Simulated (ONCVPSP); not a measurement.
# An all-electron radial function and its pseudo partner (hydrogen (H))

Columns: radius, all-electron u(r) and pseudo u(r) of the 1s shell (level -6.49 eV) of hydrogen in the configuration 1s1; PBE, scalar-relativistic, ONCV scheme, ONCVPSP 4.0.1.

```json
{"r (bohr)": "0.047", "all-electron": "0.0861", "pseudo": "0.0741"}
{"r (bohr)": "0.095", "all-electron": "0.1657", "pseudo": "0.1483"}
{"r (bohr)": "0.142", "all-electron": "0.2360", "pseudo": "0.2181"}
{"r (bohr)": "0.190", "all-electron": "0.3007", "pseudo": "0.2853"}
{"r (bohr)": "0.237", "all-electron": "0.3575", "pseudo": "0.3464"}
{"r (bohr)": "0.285", "all-electron": "0.4094", "pseudo": "0.4032"}
{"r (bohr)": "0.332", "all-electron": "0.4546", "pseudo": "0.4531"}
{"r (bohr)": "0.380", "all-electron": "0.4956", "pseudo": "0.4980"}
{"r (bohr)": "0.427", "all-electron": "0.5310", "pseudo": "0.5360"}
{"r (bohr)": "0.475", "all-electron": "0.5627", "pseudo": "0.5690"}
{"r (bohr)": "0.522", "all-electron": "0.5898", "pseudo": "0.5961"}
{"r (bohr)": "0.570", "all-electron": "0.6137", "pseudo": "0.6190"}
{"r (bohr)": "0.617", "all-electron": "0.6337", "pseudo": "0.6376"}
{"r (bohr)": "0.665", "all-electron": "0.6510", "pseudo": "0.6534"}
{"r (bohr)": "0.712", "all-electron": "0.6652", "pseudo": "0.6663"}
{"r (bohr)": "0.760", "all-electron": "0.6770", "pseudo": "0.6774"}
{"r (bohr)": "0.807", "all-electron": "0.6861", "pseudo": "0.6862"}
{"r (bohr)": "0.855", "all-electron": "0.6933", "pseudo": "0.6933"}
{"r (bohr)": "0.902", "all-electron": "0.6984", "pseudo": "0.6984"}
{"r (bohr)": "0.950", "all-electron": "0.7018", "pseudo": "0.7018"}
{"r (bohr)": "0.997", "all-electron": "0.7034", "pseudo": "0.7034"}
{"r (bohr)": "1.045", "all-electron": "0.7036", "pseudo": "0.7036"}
{"r (bohr)": "1.092", "all-electron": "0.7024", "pseudo": "0.7024"}
{"r (bohr)": "1.140", "all-electron": "0.7000", "pseudo": "0.7000"}
{"r (bohr)": "1.187", "all-electron": "0.6965", "pseudo": "0.6965"}
{"r (bohr)": "1.235", "all-electron": "0.6920", "pseudo": "0.6920"}
```

**Question.** How many radial nodes do the two functions have?

**Answer.** The all-electron 1s function has n − l − 1 = 0; the pseudo-wave has 0.

**Question.** At about which radius was the pseudo-wave matched?

**Answer.** 0.90 bohr. The columns agree to 0.0005 from 0.76 bohr on; several derivatives are matched, so the curves merge somewhat inside the radius.

**Question.** Where does each function peak?

**Answer.** Outermost all-electron maximum near 1.04 bohr, pseudo maximum near 1.04 bohr (to the table’s step).

**Question.** Is the pseudo-wave norm-conserving?

**Answer.** Yes: the ONCV scheme keeps the norm inside the radius equal to the all-electron one, which fixes the energy derivative of the logarithmic derivative at the level.
